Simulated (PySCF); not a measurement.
**Electron correlation in Al (aluminium, neutral)**

[Ne] 3s2 4s1, 2S determinant (an excited configuration). Computed with PySCF 2.14 in dyall-av2z (13s9p2d, 50 functions), with the non-relativistic Hamiltonian (point nucleus). Frozen: [Ne]; 3 electrons correlated; the 15 highest virtual orbitals of each spin left out.

MP2 pair energies summed by pair of shells (mhartree):

| pair | energy | share (%) |
| --- | --- | --- |
| 3s-3s | -25.44 | 81.5 |
| 3s-4s | -5.78 | 18.5 |

Total MP2 correlation energy: -31.22 mhartree.

Same-spin part -2.10 and opposite-spin part -29.13 mhartree; SCS-MP2 scales them by 1/3 and 6/5 to -35.65 mhartree.
